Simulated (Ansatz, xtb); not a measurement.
**Relative energy of two isomers of C5H3BrO3**

Structure a is `O=C1C=C(Br)C(=O)OC1`, a singlet and structure b is `O=C(O)c1ccc(Br)o1`, a singlet. Both are isolated molecules in the gas phase, relaxed with B3LYP-D3(BJ)/def2-SVP; the shapes shown needn't be the lowest conformers.

a (Å):

```xyz
12

C    -1.8080   -0.8505    0.4058
C    -0.9437   -2.0372    0.4905
C     0.3026   -1.9371    0.9919
C     0.8912   -0.6412    1.4883
C    -1.2299    0.4631    0.9046
Br    1.4383   -3.4290    1.1190
O    -2.9368   -0.8869   -0.0365
O     1.9998   -0.5526    1.9339
O     0.1007    0.4463    1.4089
H    -1.3596   -2.9812    0.1327
H    -1.2693    1.1889    0.0757
H    -1.8901    0.8446    1.7010
```

b (Å):

```
atom    x (Å)    y (Å)    z (Å)
   C  -2.3269  -0.4798   0.5984
   C  -0.9296  -0.7931   0.9136
   C   0.1928  -0.9625   0.1387
   C   1.2641  -1.2551   1.0332
   C   0.7002  -1.2392   2.2862
  Br   1.4448  -1.5274   3.9669
   O  -3.2185  -0.3606   1.4017
   O  -2.4967  -0.3376  -0.7353
   O  -0.6120  -0.9642   2.2313
   H  -3.4371  -0.1330  -0.8704
   H   0.2316  -0.8837  -0.9448
   H   2.3062  -1.4510   0.7967
```

Quicker runs give these differences E(b) − E(a): GFN2-xTB −0.813 eV; HF/STO-3G −0.542 eV (at GFN2-xTB geometries); r2SCAN-D4/def2-SVP −0.457 eV (at GFN2-xTB geometries).

Estimate E(b) − E(a) at the level CCSD(T)/def2-SVP + ΔMP2/def2-TZVPP.

Calculated at CCSD(T)/def2-SVP + ΔMP2/def2-TZVPP: E(b) − E(a) = −0.455 eV, so structure b lies lower.

Level by level:

```
                             level               geometry  E(b) − E(a) (eV)  departure from the last row (eV)  job, with rough time for the two
                          GFN2-xTB               GFN2-xTB              −0.813                            −0.358              optimisation, 0.11 s
                         HF/STO-3G               GFN2-xTB              −0.542                            −0.087              single point, 0.56 s
                r2SCAN-D4/def2-SVP               GFN2-xTB              −0.457                            −0.002               single point, 4.4 s
             B3LYP-D3(BJ)/def2-SVP  B3LYP-D3(BJ)/def2-SVP              −0.376                            +0.079                optimisation, 34 s
                       HF/def2-SVP  B3LYP-D3(BJ)/def2-SVP              −0.272                            +0.183           part of the CCSD(T) run
                      MP2/def2-SVP  B3LYP-D3(BJ)/def2-SVP              −0.630                            −0.175           part of the CCSD(T) run
                  CCSD(T)/def2-SVP  B3LYP-D3(BJ)/def2-SVP              −0.420                            +0.034                      single point
CCSD(T)/def2-SVP + ΔMP2/def2-TZVPP  B3LYP-D3(BJ)/def2-SVP              −0.455                                               single point, 2.7 min
```

As drawn, b has 3 C∷C, 2 C∷O, 1 O–H in place of 1 C=O, 2 C–C, 1 C=C, 1 C–O, 1 C–H (∷ is an aromatic bond). Structure a has a 6-membered ring, b a 5-membered ring (with an aromatic ring).

None of the levels shown reverses the order. The largest departure from CCSD(T)/def2-SVP + ΔMP2/def2-TZVPP is that of GFN2-xTB, 0.358 eV. The last row adds to CCSD(T) the change of the MP2 difference between the two basis sets, here −0.034 eV.

With thermal terms from frequencies at re-optimised GFN2-xTB minima (ideal gas, soft modes damped towards free rotors, one conformer each, 298.15 K, 1 atm): the zero-point term adds +0.033 eV; ΔH is −0.428 and ΔG −0.416 eV.

The correlated steps freeze 17 core orbitals; the filled d shell of Br is correlated, in a basis made for valence electrons. Codes used: Ansatz 0.2.0, xtb 6.7.1; the last row on 4 threads of Arm Neoverse V2 on a shared host.
